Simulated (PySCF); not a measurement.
**Nonlinear optical response: `N#CC(Cl)=C=CCl`, C$_{4}$HCl$_{2}$N**

Molfile (atoms numbered from 1):
```
C4HCl2N
     RDKit          3D

  8  7  0  0  0  0  0  0  0  0999 V2000
    2.6905    1.3501   -0.4396 N   0  0  0  0  0  0  0  0  0  0  0  0
    1.8551    0.5976   -0.1582 C   0  0  0  0  0  0  0  0  0  0  0  0
    0.8331   -0.3409    0.1884 C   0  0  0  0  0  0  0  0  0  0  0  0
    1.4019   -1.9000    0.7068 Cl  0  0  0  0  0  0  0  0  0  0  0  0
   -0.4461   -0.0476    0.1168 C   0  0  0  0  0  0  0  0  0  0  0  0
   -1.7166    0.2398    0.0280 C   0  0  0  0  0  0  0  0  0  0  0  0
   -2.6339    0.9176    1.3181 Cl  0  0  0  0  0  0  0  0  0  0  0  0
   -2.2861    0.0678   -0.8914 H   0  0  0  0  0  0  0  0  0  0  0  0
  1  2  3  0
  2  3  1  0
  3  4  1  0
  3  5  2  0
  5  6  2  0
  6  7  1  0
  6  8  1  0
M  END
```

Level of theory: quadratic response CAM-B3LYP/def2-TZVPD first hyperpolarisability, Taylor convention, gas phase in PySCF. Geometry: PBE0-D3(BJ)/def2-SVP.

**Question.** Give β for the processes computed.

**Answer.** In au, Taylor convention; the vector part is βᵢ = ⅓ Σⱼ (βᵢⱼⱼ + βⱼᵢⱼ + βⱼⱼᵢ); β∥ is 3/5 of the vector part along the dipole, the dipole points from − to +:
```tsv
process	λ (nm)	β vector norm	β∥	β HRS	depolarisation ratio
static β(0;0,0)	∞	71.8	-38.7	34.7	3.37
second harmonic β(−2ω;ω,ω)	1907	77.4	-41.6	37.2	3.38
Pockels β(−ω;ω,0)	1907	73.6	-39.7	–	–
second harmonic β(−2ω;ω,ω)	1064	93.0	-49.4	44.2	3.37
Pockels β(−ω;ω,0)	1064	77.9	-41.9	–	–
```

**Question.** Which lowest excitations, dipole and polarisabilities go with it?

**Answer.** S1 4.63 eV (f = 0.000); S2 4.90 eV (f = 0.000); S3 5.60 eV (f = 0.133); dipole 3.53 D; isotropic α 89.1 au static, 89.5 au at 1907 nm, 90.4 au at 1064 nm, 90.8 au at 953.5 nm, 94.8 au at 532 nm.
